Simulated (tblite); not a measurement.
Compound: C₄H₁₃FN₂Si₂.
Atom-mapped SMILES: `[CH3:1][C@@H:2]1[NH:3][SiH2:4][N:5]([CH3:6])[SiH2:7][C@H:8]1[F:9]` (hydrogens: H10, H11, H12 on C1; H13 on C2; H14 on N3; H15, H16 on Si4; H17, H18, H19 on C6; H20, H21 on Si7; H22 on C8)

Structure used (GFN2-xTB), in Å, numbered top down from 1:
```xyz
22
C4H13FN2Si2 angstrom
C     -2.9990    0.0325    0.1921
C     -1.4756    0.0083    0.2792
N     -0.9260    1.2119   -0.3021
Si     0.7215    1.6330   -0.0890
N      1.6452    0.1594    0.0522
C      3.0712    0.2817    0.2683
Si     1.0022   -1.4217   -0.1916
C     -0.8914   -1.2310   -0.4112
F     -1.4885   -2.3745    0.1161
H     -3.4153   -0.8637    0.6445
H     -3.3140    0.0745   -0.8500
H     -3.3854    0.9069    0.7100
H     -1.1766   -0.0147    1.3325
H     -1.3624    1.4260   -1.1848
H      1.1439    2.4196   -1.2494
H      0.8869    2.3525    1.1803
H      3.2758    1.0909    0.9686
H      3.4738   -0.6442    0.6738
H      3.5927    0.5022   -0.6666
H      1.5539   -2.0670   -1.3938
H      1.2457   -2.2404    1.0012
H     -1.1888   -1.2227   -1.4666
```

Computed values, GFN2-xTB/tblite, gas phase, harmonic and unscaled. This tight-binding method is rough: wavenumbers can miss measured ones by several per cent, in bad cases by 10 to 20. Modes of hydrogen on silicon can be 10 to 20 % off. One conformer, not necessarily the lowest.

Harmonic wavenumbers (cm⁻¹): 37.0, 53.6, 75.2, 138.4, 190.6, 209.8, 222.7, 238.1, 250.9, 267.4, 310.8, 357.7, 424.3, 457.5, 472.2, 523.3, 549.3, 558.4, 564.8, 575.9, 697.1, 737.7, 767.2, 785.2, 792.8, 867.6, 943.8, 948.2, 1011.0, 1023.2, 1063.4, 1099.0, 1119.5, 1162.7, 1165.7, 1189.3, 1192.2, 1253.7, 1284.2, 1328.8, 1372.9, 1401.7, 1425.5, 1489.5, 1492.8, 1495.9, 1505.0, 2187.3, 2205.2, 2240.3, 2247.0, 2902.9, 2933.7, 2935.5, 2988.4, 3010.4, 3013.0, 3037.8, 3047.4, 3456.1.

A = 1705, B = 970.7, C = 653.3 MHz; mass 164.060 u (most abundant isotopes); point group C1, symmetry number 1.

Problem. Zero-point energy?

Solution. Half the sum of the wavenumbers: 36649 cm⁻¹ = 104.78 kcal/mol.

Problem. Entropy at 273.15 K, 1 bar (ideal gas, RRHO, classical rotation)?

Solution. Translation 40.78, rotation 29.81, vibration 34.84: S = 105.4 cal/(mol K).

Problem. And Cp and H(273.15 K) − H(0)?

Solution. Cp = 45.01 cal/(mol K), of which vibrations give 37.06 (their classical limit is 60 R = 119.2); H(273.15 K) − H(0) = 7.25 kcal/mol without the zero-point energy, 5.08 from vibrations.

Problem. What must be added to the electronic energy to get the Gibbs energy at 273.15 K and 1 bar?

Solution. ZPE + [H(273.15 K) − H(0)] − T·S = 104.78 + 7.25 − 28.80 = 83.23 kcal/mol.

Problem. Blend soft modes into free rotors: weight 1/[1 + (100 cm⁻¹/ν̃)⁴] for the oscillator and the rest for a rotor with moment μB/(μ + B), μ = h/(8π²ν), B = 10⁻⁴⁴ kg m². What vibrational entropy results?

Solution. 31.76 cal/(mol K) in place of 34.84, which changes −T·S at 273.15 K by +0.84 kcal/mol.

Problem. How do the functions run with temperature in this model?

Solution. 
| T (K) | S (cal/(mol K)) | Cp (cal/(mol K)) | H − H(0) (kcal/mol) | G − H(0) (kcal/mol) | ln q(vib) |
| --- | --- | --- | --- | --- | --- |
| 50 | 61.5 | 14.2 | 0.54 | -2.54 | 0.81 |
| 100 | 73.6 | 21.6 | 1.43 | -5.93 | 2.33 |
| 298.15 | 109.5 | 48.1 | 8.42 | -24.24 | 9.03 |
| 373.15 | 121.3 | 56.9 | 12.36 | -32.90 | 11.59 |
| 500 | 139.7 | 69.3 | 20.39 | -49.47 | 15.84 |
| 750 | 171.4 | 86.6 | 40.06 | -88.48 | 23.80 |
| 1000 | 197.9 | 97.8 | 63.21 | -134.73 | 31.08 |

q(vib) and H(0) count from the zero-point level.

Hindered rotation and anharmonicity are outside this model. Other conformers, if any are populated, would add a mixing term that is left out. The structure is chiral; the term R ln 2 for an equal mix with its mirror image is left out.

On Arm Neoverse N1, one thread, no GPU, shared host with 64 logical CPUs at a one-minute load of 52, this took 1.9 s. This covers the Hessian and the dipole derivatives.
